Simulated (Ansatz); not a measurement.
Geometry optimisation, Ansatz 0.2.0, RKS PBE/def2-SVP.

The input (input.yaml):

```yaml
crystal:
  periodic: [false, false, false]
  atoms:
    - { symbol: Zn, position_ang: [-0.664826, 0.160057, -1.031318] }
    - { symbol: O, position_ang: [0.940111, -0.738912, -1.285808] }
    - { symbol: Cl, position_ang: [-2.49118, 1.234158, -1.235931] }
    - { symbol: H, position_ang: [1.307666, -0.52291, 0.929359] }
    - { symbol: O, position_ang: [0.830047, -0.250361, 1.741357] }
    - { symbol: O, position_ang: [-0.520009, -0.151742, 1.185453] }
    - { symbol: H, position_ang: [1.469476, -0.338464, -1.998548] }
    - { symbol: H, position_ang: [-0.871285, 0.608172, 1.695334] }
basis:
  gaussian: { orbitals: def2-SVP }
hamiltonian:
  xc: pbe
relax:
  f_tol: 0.03
  max_steps: 50
```

Command:

```bash
$ ansatz run input.yaml --threads 2 --pin off --max-ram 3072MiB --backend cpu --events-out ev --progress --plain --runs-dir out
```

Question: Where does it end, and by what steps?

Answer: It converged. After 7 steps the energy has fallen by 0.239 eV; H4 moved furthest, 0.41 Å.

| step | energy less start (eV) | largest force component (eV/Å) | accepted |
| --- | --- | --- | --- |
| 0 | 0.0000 | 0.747 | yes |
| 1 | -0.1456 | 0.542 | yes |
| 2 | -0.1730 | 1.358 | yes |
| 3 | -0.2171 | 0.737 | yes |
| 4 | -0.2314 | 0.273 | yes |
| 5 | -0.2375 | 0.071 | yes |
| 6 | -0.2385 | 0.036 | yes |
| 7 | -0.2387 | 0.013 | yes |

```xyz
8
Properties=species:S:1:pos:R:3
Zn -0.721 0.169 -0.912
O 0.922 -0.645 -1.034
Cl -2.524 1.182 -1.401
H 1.177 -0.534 0.545
O 0.880 -0.370 1.514
O -0.537 -0.133 1.225
H 1.524 -0.318 -1.724
H -0.722 0.650 1.785
```

Whether the end is a true minimum wasn't checked by a vibrational analysis.

The run took 18 s on 2 threads of Arm Neoverse V1, with other jobs on the host, peak memory 0.15 GiB.
